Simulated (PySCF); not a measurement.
# Computed records: Al$_{2}$ClFH$_{2}$, AlBFH$_{4}$Si, AlF$_{2}$H, Al$_{2}$FH$_{2}$N

All values are calculated (PySCF 2.14.0). Calculation on a computer-drawn molecule: the log of a Hartree-Fock and frozen-core CCSD(T) single point meant for a local Hartree-Fock minimum, with one planted fault or none, to be diagnosed. Offsets are logged minus clean, where the clean run is the same molecule without the fault. The reference is restricted for singlets and unrestricted otherwise, and also for a bond in bohr or an excited solution. Adding or removing an electron swaps singlet and doublet. The excited solution moves the top pair (singlet) or top alpha electron (doublet) to the lowest empty orbital. Highest occupied and lowest empty are orbital energies over both spins, largest force is the largest gradient component, triples share is (T) over the correlation energy, the T1 limit is 0.02 restricted and 0.045 unrestricted, electrons count all cores, a negative frequency is imaginary (commonest isotopes), and the dipole is about the centre of nuclear charge.

Common to all runs: meant charge 0; meant basis cc-pV(D+d)Z; logged SCF converged yes; possible faults no fault, one electron removed, one electron added, multiplicity raised by two, geometry at a saddle point, SCF held on an excited solution, minimal basis STO-3G, one bond length entered in bohr, all coordinates scaled.

(1) Al$_{2}$ClFH$_{2}$

Logged structure:
```xyz
6
Al2ClFH2
F      1.7456    -0.2223    -2.5401
Al     0.8005     0.0545    -1.2015
Al     1.5040     2.0618     0.2957
Cl     0.2010     3.7489     0.3160
H     -0.4101    -0.9372    -1.0157
H      2.7799     2.2005     1.2083
```

- meant multiplicity: 1
- logged electrons: 54
- logged basis functions: 34
- logged spin squared: 0
- logged highest occupied: -6.6184 eV
- logged lowest empty: 7.5965 eV
- logged largest force: 0.041542 hartree/bohr
- logged T1 diagnostic: 0.014417
- logged D1 diagnostic: 0.054427
- logged triples share: 0.045548
- logged CC converged: yes
- logged dipole magnitude: 3.2929 debye
- logged SCF stable within its kind: yes
- logged energy HF: -1031.91588 hartree
- logged energy CCSD(T): -1032.01795 hartree
- planted fault: minimal basis STO-3G
- HF energy offset from clean run: 7641 kcal/mol
- CCSD(T) energy offset from clean run: 7884 kcal/mol

Drawn bonds:
```csv
atom,other atom,order
1,2,1
2,3,1
3,4,1
2,5,1
3,6,1
```

(2) AlBFH$_{4}$Si

Logged structure:
```xyz
8
AlBFH4Si
F      0.4889    -0.4603    -2.4577
Al     0.4687     0.3076    -0.9867
B      0.5651    -0.8812     0.7100
Si     0.6619    -2.0742     2.3309
H      0.3781     1.8761    -0.9884
H      1.8587    -1.8016     3.1631
H      0.7424    -3.4619     1.8079
H     -0.5365    -1.9533     3.1960
```

- meant multiplicity: 2
- logged electrons: 45
- logged basis functions: 94
- logged spin squared: 0.7592
- logged highest occupied: -8.6867 eV
- logged lowest empty: 0.36001 eV
- logged largest force: 2.786e-05 hartree/bohr
- logged lowest frequency: 43.097 cm⁻¹
- logged T1 diagnostic: 0.01541
- logged D1 diagnostic: 0.039179
- logged triples share: 0.020491
- logged CC converged: yes
- logged dipole magnitude: 1.9595 debye
- logged SCF stable within its kind: yes
- logged energy HF: -657.3062 hartree
- logged energy CCSD(T): -657.77097 hartree
- planted fault: no fault
- HF energy offset from clean run: 0 kcal/mol
- CCSD(T) energy offset from clean run: 0 kcal/mol

Drawn bonds:
```csv
atom,other atom,order
1,2,1
2,3,1
3,4,1
2,5,1
4,6,1
4,7,1
4,8,1
```

(3) AlF$_{2}$H

Logged structure:
```xyz
4
AlF2H
F      0.5065     0.5594    -0.3766
Al    -1.0412     0.7108     0.1509
F     -1.8987     1.9957    -0.4063
H     -1.6657    -0.3144     1.1322
```

* meant multiplicity: 1
* logged electrons: 32
* logged basis functions: 56
* logged spin squared: 2.0011
* logged highest occupied: -5.8862 eV
* logged lowest empty: -3.9868 eV
* logged largest force: 0.080947 hartree/bohr
* logged T1 diagnostic: 0.035021
* logged D1 diagnostic: 0.15362
* logged triples share: 0.017965
* logged CC converged: yes
* logged dipole magnitude: 5.2284 debye
* logged SCF stable within its kind: yes
* logged energy HF: -441.27304 hartree
* logged energy CCSD(T): -441.71169 hartree
* planted fault: multiplicity raised by two
* HF energy offset from clean run: 163.8 kcal/mol
* CCSD(T) energy offset from clean run: 175.1 kcal/mol

Drawn bonds:
```csv
atom,other atom,order
1,2,1
2,3,1
2,4,1
```

(4) AlF$_{2}$H

Structure as in entry 3.

- meant multiplicity: 1
- logged electrons: 32
- logged basis functions: 56
- logged spin squared: 0
- logged highest occupied: -13.784 eV
- logged lowest empty: 1.7392 eV
- logged largest force: 1.739e-05 hartree/bohr
- logged lowest frequency: 275.51 cm⁻¹
- logged T1 diagnostic: 0.014343
- logged D1 diagnostic: 0.040159
- logged triples share: 0.01384
- logged CC converged: yes
- logged dipole magnitude: 1.7301 debye
- logged SCF stable within its kind: yes
- logged energy HF: -441.53402 hartree
- logged energy CCSD(T): -441.99077 hartree
- planted fault: no fault
- HF energy offset from clean run: 0 kcal/mol
- CCSD(T) energy offset from clean run: 0 kcal/mol

Drawn bonds:
```csv
atom,other atom,order
1,2,1
2,3,1
2,4,1
```

(5) Al$_{2}$FH$_{2}$N

Logged structure:
```xyz
6
Al2FH2N
F      0.5580     2.2050    -1.6500
Al    -0.8511     2.5047    -0.8326
N     -2.1702     1.3253    -0.9309
Al    -5.3188     1.2040     0.4283
H     -0.9612     3.8262    -0.0008
H     -1.9391     0.5244    -1.5097
```

- meant multiplicity: 1
- logged electrons: 44
- logged basis functions: 84
- logged spin squared: 0.8107
- logged highest occupied: -6.1594 eV
- logged lowest empty: 0.40761 eV
- logged largest force: 0.029368 hartree/bohr
- logged dipole magnitude: 3.3706 debye
- logged SCF stable within its kind: no
- logged energy HF: -638.88661 hartree
- planted fault: ?

Drawn bonds:
```csv
atom,other atom,order
1,2,1
2,3,1
3,4,1
2,5,1
3,6,1
```

Notes: coupled-cluster numbers left out as unreliable.

## Withheld values
1. Give the missing planted fault for Al$_{2}$FH$_{2}$N (entry 5).

## Answers
1. one bond length entered in bohr, row 3 of the drawn bonds

Further results for Al$_{2}$FH$_{2}$N (entry 5):

- HF energy offset from clean run: 91.43 kcal/mol
